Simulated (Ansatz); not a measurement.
Compare A (`O=CB[SiH3]`) with its isomer B (`[SiH3]C1BO1`).

Calculated with Ansatz (gas phase, PBE0-D4/def2-TZVP geometries, no zero-point term in ΔE). CCSD(T)/CBS adds triple-zeta CCSD(T) − MP2 to the extrapolated MP2 energy (def2 sets, frozen cores). Functionals use def2-TZVPP. B3LYP here is the variant with VWN-RPA as its local correlation; programs differ in this. One conformer a species, not always the lowest.

Problem. Which is lower in electronic energy at CCSD(T)/CBS, and by how much? (Estimate.)

Solution. Ansatz gave: B, by 25.8 kcal/mol.

Problem. Give E(B) − E(A) in kcal/mol with B3LYP-D4, HF/def2-TZVPP, B3LYP, CCSD(T)/def2-SVP, ωB97M-V, CCSD/def2-TZVPP, B2PLYP. (Estimate.)

Solution. The calculation gave: B3LYP-D4 -23.3, HF/def2-TZVPP -22.8, B3LYP -23.2, CCSD(T)/def2-SVP -23.0, ωB97M-V -27.1, CCSD/def2-TZVPP -25.2, B2PLYP -24.6. None reverses the order clearly.

Problem. Does the order hold for the free energy at 298.15 K (harmonic terms from PBE0-D4)? (An estimate is asked.)

Solution. Computed: Yes: G(B) − G(A) = -23.3 kcal/mol, for one conformer each.

Largest T1 diagnostic: 0.021.

From BLYP to BHLYP (50 % exact exchange), in def2-TZVPP and without D4, E(B) − E(A) moves by −4.7 kcal/mol. In def2-TZVPP, CCSD(T) changes the Hartree–Fock value by −1.9 kcal/mol (the triples alone add +0.4 kcal/mol) and MP2 by −5.5 kcal/mol.
